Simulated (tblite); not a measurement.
Compound: C3H4F3OS (doublet state).
Numbering: `[CH3:1][O:2][C:3]([SH:4])[C:5]([F:6])([F:7])[F:8]` (hydrogens: H9, H10, H11 on C1; H12 on S4)

Computed with GFN2-xTB (tblite), gas phase: L-BFGS steps from a force-field or distance-geometry start until the largest atomic force falls under 0.01 eV/Å.

Step 8: E = -813.5461 eV
```
atom  x, y, z in Å  |  force x, y, z in eV/Å
C1      1.8363    0.3289    0.2963   -0.202   0.057  -0.023
O2      0.5393    0.4059    0.8717   -0.005   0.009  -0.071
C3     -0.4024   -0.3943    0.3341    0.036  -0.016   0.067
S4      0.0087   -1.7696   -0.6774   -0.090   0.290   0.105
C5     -1.7639    0.2165    0.1902    0.273  -0.012   0.104
F6     -1.7107    1.2993   -0.6383   -0.167  -0.135  -0.035
F7     -2.2878    0.6756    1.3324    0.060  -0.046   0.017
F8     -2.6353   -0.6460   -0.3304   -0.063   0.131  -0.070
H9      2.4138    1.1709    0.6822   -0.094  -0.243   0.132
H10     1.7349    0.4263   -0.7876    0.184   0.019  -0.071
H11     2.2893   -0.6398    0.5239    0.152   0.166   0.077
H12    -0.0209   -1.0744   -1.8232   -0.084  -0.220  -0.233
```

Step 9: E = -813.5592 eV
```
atom  x, y, z in Å  |  force x, y, z in eV/Å
C1      1.8382    0.3291    0.2918   -0.232   0.085   0.044
O2      0.5386    0.3998    0.8646    0.036   0.132  -0.007
C3     -0.4104   -0.3940    0.3341    0.191  -0.032   0.033
S4      0.0026   -1.7627   -0.6726   -0.057   0.084   0.045
C5     -1.7668    0.2181    0.1896    0.301  -0.030   0.105
F6     -1.7169    1.2950   -0.6414   -0.157  -0.016  -0.047
F7     -2.2799    0.6717    1.3365   -0.030   0.016   0.047
F8     -2.6364   -0.6417   -0.3331   -0.157   0.049  -0.063
H9      2.4092    1.1661    0.6947   -0.089  -0.163   0.092
H10     1.7518    0.4291   -0.7928    0.139   0.022  -0.048
H11     2.3001   -0.6298    0.5266    0.150   0.028   0.065
H12    -0.0289   -1.0815   -1.8242   -0.094  -0.177  -0.267
```

Task: Estimate the geometry and energy of step 10. (The exact step hangs on the optimiser's Hessian estimate; all steps are aligned on step 9, rigid shifts and turns removed.)

Result: E = -813.5701 eV, largest force 0.312 eV/Å
```
atom  x, y, z in Å  |  force x, y, z in eV/Å
C1      1.8366    0.3298    0.2887   -0.120   0.061   0.076
O2      0.5383    0.3975    0.8586    0.054   0.207   0.044
C3     -0.4135   -0.3943    0.3343    0.220  -0.002   0.007
S4     -0.0038   -1.7559   -0.6679    0.003  -0.112  -0.067
C5     -1.7651    0.2184    0.1906    0.149  -0.027   0.057
F6     -1.7255    1.2907   -0.6446   -0.098   0.069  -0.031
F7     -2.2733    0.6685    1.3403   -0.061   0.051   0.059
F8     -2.6396   -0.6358   -0.3358   -0.146  -0.010  -0.011
H9      2.4033    1.1592    0.7076   -0.063  -0.048   0.064
H10     1.7696    0.4321   -0.7980    0.077   0.023   0.006
H11     2.3123   -0.6199    0.5300    0.092  -0.056   0.044
H12    -0.0381   -1.0910   -1.8299   -0.108  -0.156  -0.248
```

The energy changes by -0.0109 eV. The first-order estimate −F·Δx gives -0.0157 eV and the mean of the old and new forces, exact on a quadratic surface, -0.0109 eV. The step makes an angle of 55° with the force vector and moves no atom by more than 0.019 Å.

What follows is the cost of the whole relaxation. Time: 0.33 s wall. Hardware: one thread of an AMD EPYC 9R45, shared host with 96 logical CPUs at a one-minute load of 17.
